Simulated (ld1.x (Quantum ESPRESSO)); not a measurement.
**Configuration tests for palladium (Pd) (ultrasoft)**

Pd (Z = 46), ultrasoft, made with ld1.x (Quantum ESPRESSO) 7.5 (LDA (PZ), scalar-relativistic). Core [Kr], reference 4d10 5s0 5p0. Waves: 5s (bound, empty): rcut 2.30, rcutus 2.55 bohr; 5s channel at 0.2 Ry: rcut 2.30, rcutus 2.55 bohr; 5p (bound, empty): rcut 3.90, rcutus 4.35 bohr; 5p channel at 4.7 Ry: rcut 3.90, rcutus 4.35 bohr; 4d (bound): rcut 1.05, rcutus 1.30 bohr; 4d channel at 0.05 Ry: rcut 1.05, rcutus 1.30 bohr. Local part: all-electron potential smoothed inside 2.20 bohr (lloc = -2). Core correction: none. Augmentation charge: PSQ, inside the norm-conserving radii.

Energies are relative to the spin-unpolarised reference configuration 4d10 5s0 5p0; without spin polarisation the order of configurations can differ from experiment. Spin-polarised rows fill each open shell by Hund’s rule, majority spin first.

```csv
valence configuration,charge,ΔE all-electron (eV),error AE − PS (meV)
4d9 5s0 5p0,+1,9.389,-3.6
4d8 5s0 5p0,+2,30.470,-56
4d8 5s1 5p0,+1,13.796,-93
4d9 5s1 5p0,0,1.436,-16
4d6 5s0 5p0,+4,114.618,-683
4d9.5 5s0 5p0,+0.5,3.370,-0.1
4d9 5s0 5p0 (spin-polarised),+1,9.244,+96
```

Task: What are ΔE and the potential's error for 4d7 5s0 5p0?

Result: ΔE = 65.065 eV all-electron; the error (AE − PS) is -247 meV.

Task: What are ΔE and the potential's error for 4d8 5s0 5p0 (spin-polarised)?

Result: ΔE = 29.835 eV all-electron; the error (AE − PS) is +412 meV.
